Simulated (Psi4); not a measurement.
C$_{4}$H$_{12}$N (SMILES C[N+](C)(C)C), charge +1, singlet, at a GFN2-xTB geometry; CCSD(T)/STO-3G run with Psi4.

The Psi4 input:
```
memory 2 GB

molecule mol {
1 1
C    -0.253427   -0.622842   -1.311803
N     0.000000    0.000000    0.000000
C     0.069351    1.464142   -0.156408
C    -1.093571   -0.343916    0.926720
C     1.277647   -0.497384    0.541491
H    -1.194908   -0.264612   -1.724653
H    -0.307283   -1.705567   -1.211971
H     0.547009   -0.377351   -2.007645
H     0.256317    1.938503    0.805458
H    -0.868423    1.846340   -0.555988
H     0.873494    1.733601   -0.838981
H    -2.044701    0.017517    0.539579
H    -1.157076   -1.423437    1.052261
H    -0.919961    0.109679    1.901025
H     1.241374   -1.578668    0.662609
H     2.095667   -0.250453   -0.133066
H     1.478490   -0.045551    1.511372
}

set {
  basis sto-3g
  reference rhf
}

energy('ccsd(t)')
print_variables()
```

The log (banner, timings and long lists left out):

```
   => Loading Basis Set <=

    Name: STO-3G
    Role: ORBITAL
    Keyword: BASIS

         ---------------------------------------------------------
                                   SCF
               by Justin Turney, Rob Parrish, Andy Simmonett
                          and Daniel G. A. Smith
                              RHF Reference
         ---------------------------------------------------------

  ==> Geometry <==

    Molecular point group: c1
    Full point group: C1

    Geometry (in Angstrom), charge = 1, multiplicity = 1:

       Center              X                  Y                   Z               Mass
    ------------   -----------------  -----------------  -----------------  -----------------
         C           -0.253426986399    -0.622842013601    -1.311803000000    12.000000000000
         N            0.000000013601    -0.000000013601     0.000000000000    14.003074004430
         C            0.069351013601     1.464141986399    -0.156408000000    12.000000000000
         C           -1.093570986399    -0.343916013601     0.926720000000    12.000000000000
         C            1.277647013601    -0.497384013601     0.541491000000    12.000000000000
         H           -1.194907986399    -0.264612013601    -1.724653000000     1.007825032230
         H           -0.307282986399    -1.705567013601    -1.211971000000     1.007825032230
         H            0.547009013601    -0.377351013601    -2.007645000000     1.007825032230
         H            0.256317013601     1.938502986399     0.805458000000     1.007825032230
         H           -0.868422986399     1.846339986399    -0.555988000000     1.007825032230
         H            0.873494013601     1.733600986399    -0.838981000000     1.007825032230
         H           -2.044700986399     0.017516986399     0.539579000000     1.007825032230
         H           -1.157075986399    -1.423437013601     1.052261000000     1.007825032230
         H           -0.919960986399     0.109678986399     1.901025000000     1.007825032230
         H            1.241374013601    -1.578668013601     0.662609000000     1.007825032230
         H            2.095667013601    -0.250453013601    -0.133066000000     1.007825032230
         H            1.478490013601    -0.045551013601     1.511372000000     1.007825032230

  Running in c1 symmetry.

  Rotational constants: A =      0.15965  B =      0.15965  C =      0.15965 [cm^-1]
  Rotational constants: A =   4786.08069  B =   4786.08006  C =   4786.07968 [MHz]
  Nuclear repulsion =  216.388243871635154

  Charge       = 1
  Multiplicity = 1
  Electrons    = 42
  Nalpha       = 21
  Nbeta        = 21

  ==> Algorithm <==

  SCF Algorithm Type is PK.
  DIIS enabled.
  MOM disabled.
  Fractional occupation disabled.
  Guess Type is SAD.
  Energy threshold   = 1.00e-08
  Density threshold  = 1.00e-08
  Integral threshold = 1.00e-12

  ==> Primary Basis <==

  Basis Set: STO-3G
    Blend: STO-3G
    Number of shells: 27
    Number of basis functions: 37
    Number of Cartesian functions: 37
    Spherical Harmonics?: true
    Max angular momentum: 1

  ==> Integral Setup <==

  Using in-core PK algorithm.
   Calculation information:
      Number of atoms:                  17
      Number of AO shells:              27
      Number of primitives:             81
      Number of atomic orbitals:        37
      Number of basis functions:        37

      Integral cutoff                 1.00e-12
      Number of threads:                 1

  Performing in-core PK
  Using 494912 doubles for integral storage.
  We computed 69332 shell quartets total.
  Whereas there are 71631 unique shell quartets.

  ==> DiskJK: Disk-Based J/K Matrices <==

    J tasked:                  Yes
    K tasked:                  Yes
    wK tasked:                  No
    Schwarz Cutoff:          1E-12

  Minimum eigenvalue in the overlap matrix is 2.1335521132E-01.
  Reciprocal condition number of the overlap matrix is 7.9110170961E-02.
[...]
  @RHF Final Energy:  -210.21115529632436
    Total Energy =                       -210.2111552963243639
[...]
     1        -0.326845378278327    8.119e-02    0.002102    0.007540    0.007540    0.110065
     2        -0.352357453655860    2.905e-02    0.002710    0.009683    0.009683    0.120383
     3        -0.353638446019732    4.246e-03    0.002723    0.009714    0.009714    0.121537
     4        -0.353828887140440    1.209e-03    0.002714    0.009682    0.009682    0.121823
     5        -0.353826439836151    2.868e-04    0.002717    0.009694    0.009694    0.121853
     6        -0.353825039189404    5.011e-05    0.002717    0.009695    0.009695    0.121855
     7        -0.353825993054284    1.800e-05    0.002717    0.009695    0.009695    0.121856
     8        -0.353826078622692    4.671e-06    0.002717    0.009695    0.009695    0.121856
     9        -0.353825955447193    1.124e-06    0.002717    0.009695    0.009695    0.121856
    10        -0.353825945158181    2.616e-07    0.002717    0.009695    0.009695    0.121856
    11        -0.353825949880042    7.050e-08    0.002717    0.009695    0.009695    0.121856

    Iterations converged.

    Largest TIA Amplitudes:
             18   3         0.0055353890
             18   8         0.0047901431
              5   0         0.0043569367
             20   1         0.0042094964
             19   1        -0.0042047798
              8   3         0.0040223561
             20   2         0.0039752800
             19   2         0.0038590069
             19   7         0.0037090369
             19   9        -0.0037021957

    Largest TIjAb Amplitudes:
     18  18   3   3        -0.0268241586
     17  17  10  10        -0.0262709655
     15  15  12  12        -0.0234354869
     16  16  11  11        -0.0228911018
     19  19   1   1        -0.0213225607
     20  20   2   2        -0.0205545437
      5   5   0   0        -0.0180344948
     11  11   2   2        -0.0174179381
     13  13   5   5        -0.0170804246
     14  14   4   4        -0.0170804241

    SCF energy       (wfn)                    = -210.211155296324364
    Reference energy (file100)                = -210.211155296323909

    Opposite-spin MP2 correlation energy      =   -0.240633722869878
    Same-spin MP2 correlation energy          =   -0.030515921665767
    Singles MP2 correlation energy            =   -0.000000000000000
    MP2 correlation energy                    =   -0.271149644535645
      * MP2 total energy                      = -210.482304940859564

    Opposite-spin CCSD correlation energy     =   -0.328846062077095
    Same-spin CCSD correlation energy         =   -0.024979887802947
    Singles CCSD correlation energy           =    0.000000000000000
    CCSD correlation energy                   =   -0.353825949880042
      * CCSD total energy                     = -210.564981246203956

            **************************
            *                        *
            *        CCTRIPLES       *
            *                        *
            **************************

    Wave function   =    CCSD_T
    Reference wfn   =      RHF

    Nuclear Rep. energy (wfn)                =  216.388243871635154
    SCF energy          (wfn)                = -210.211155296324364
    Reference energy    (file100)            = -210.211155296323909
    CCSD energy         (file100)            =   -0.353825949880042
    Total CCSD energy   (file100)            = -210.564981246203956

    Number of ijk index combinations:             1771
    Approx. words needed per explicit thread:           16384
    Number of threads for explicit ijk threading:    1

    MKL num_threads set to 1 for explicit threading.

    (T) energy                                =   -0.002467991965834
      * CCSD(T) total energy                  = -210.567449238169786

  Variable Map:
  ----------------------------------------------------------------------------
[...]
  Array Variable Map:
  ----------------------------------------------------------------------------
[...]
[...]
```
